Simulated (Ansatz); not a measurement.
A structure relaxed at r2SCAN-D4/def2-SVP in Ansatz, charge 0, singlet:

```xyz
23

Ga   -0.045    0.662    1.457
C    -1.016   -0.424    2.769
H    -1.451   -1.311    2.281
H    -1.835    0.142    3.241
H    -0.346   -0.773    3.572
C     0.865    2.390    1.619
H     1.381    2.639    0.678
H     1.614    2.384    2.427
H     0.147    3.198    1.837
O    -1.191    0.785   -0.132
C    -1.020    0.177   -1.242
C    -2.070    0.443   -2.283
C     0.050   -0.692   -1.532
C     1.091   -1.010   -0.638
C     2.185   -1.947   -1.066
O     1.201   -0.556    0.551
H    -1.893   -0.099   -3.220
H    -3.056    0.166   -1.877
H    -2.108    1.526   -2.484
H     0.077   -1.149   -2.523
H     2.075   -2.288   -2.103
H     2.192   -2.818   -0.391
H     3.157   -1.445   -0.940
```

Q: Give its formula, name or SMILES.

A: GaMe2(acac) (C₇H₁₃GaO₂).

Q: Summarise the bond lengths by kind (pairs closer than 1.2 times the sum of covalent radii, bridged metal pairs left out).

A: 4 × C–C 1.41 to 1.50 Å; 2 × C–Ga 1.96 Å; 2 × C–O 1.28 Å; 2 × Ga–O 1.96 Å; 13 × C–H 1.09 to 1.10 Å.
